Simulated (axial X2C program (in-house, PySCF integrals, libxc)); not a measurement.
## Curves of RuCl from open-shell CI on d6 s1 p(π)0

Calculated with an axial X2C code built on PySCF integrals: two-component X2C with atomic mean-field Coulomb and Gaunt terms, basis Ru dyall-v3z, Cl dyall-av3z (cores contracted in-house). Orbitals come from Hartree–Fock averaged over the configuration Ru d6 s1 p(π)0; CI then distributes these electrons over the d, s, p(π) shells of Ru.

Scan along the bond; masses Ru 101.904 u, Cl 34.969 u. Energies in cm⁻¹ from the lowest point; levels are followed by energy order within each Ω. Lowest level at 2.385 Å: 100% d6 s1.

| R (Å) | (1)Ω=9/2 | (1)Ω=7/2 | (1)Ω=5/2 | (1)Ω=3/2 | (1)Ω=1/2 | (2)Ω=1/2 | (2)Ω=7/2 | (2)Ω=5/2 | (2)Ω=3/2 |
| --- | --- | --- | --- | --- | --- | --- | --- | --- | --- |
| 2.218 | 1685 | 2025 | 2371 | 2723 | 3081 | 3446 | 6314 | 6420 | 6504 |
| 2.302 | 404 | 741 | 1086 | 1438 | 1797 | 2167 | 4686 | 4792 | 4877 |
| 2.385 | 0 | 335 | 678 | 1029 | 1390 | 1764 | 3991 | 4095 | 4178 |
| 2.480 | 290 | 621 | 961 | 1312 | 1675 | 2053 | 3996 | 4097 | 4174 |
| 2.576 | 1144 | 1471 | 1809 | 2159 | 2523 | 2906 | 4603 | 4699 | 4769 |
| 2.683 | 2527 | 2849 | 3184 | 3532 | 3897 | 4285 | 5747 | 5836 | 5894 |
| 2.814 | 4575 | 4892 | 5222 | 5567 | 5933 | 6326 | 7543 | 7621 | 7664 |

Q: Fit the curves (1)Ω=9/2, (1)Ω=7/2, (1)Ω=5/2, (1)Ω=3/2, (1)Ω=1/2, (2)Ω=1/2, (2)Ω=7/2, (2)Ω=5/2, (2)Ω=3/2 near their minima.

A: From the open-shell CI curves, Te from the lowest:

```tsv
level	Te (cm⁻¹)	Re (Å)	ωe (cm⁻¹)
(1)Ω=9/2	0	2.393	335.1
(1)Ω=7/2	334	2.394	334.7
(1)Ω=5/2	677	2.394	334.5
(1)Ω=3/2	1029	2.394	334.4
(1)Ω=1/2	1390	2.394	334.4
(2)Ω=1/2	1764	2.393	334.8
(2)Ω=7/2	3906	2.430	321.3
(2)Ω=5/2	4010	2.431	320.6
(2)Ω=3/2	4090	2.432	319.6
```

Without dynamic correlation distances can be off by several hundredths of an Å (long for ionic bonds, short for multiple bonds) and the wavenumbers are rough.

The 9 lowest curves are shown; the next is (3)Ω=1/2, from 4222 cm⁻¹.

Dynamic correlation is missing, so gaps between terms are too wide and other configurations may lie lower; the lowest level listed is that of this model, not necessarily the ground state. For d shells the ligand-field splittings (σ, π, δ) and their order can be off by a thousand cm⁻¹ or more. At most 4 roots were kept for each Ω > 0 (twice that for Ω = 0) within 3.2 eV of the lowest, so higher up levels can be missing between those listed; levels with Ω > 0 are doubly degenerate and listed once, Ω = 0 levels singly. States that fill the shells left empty in the average are placed too high.
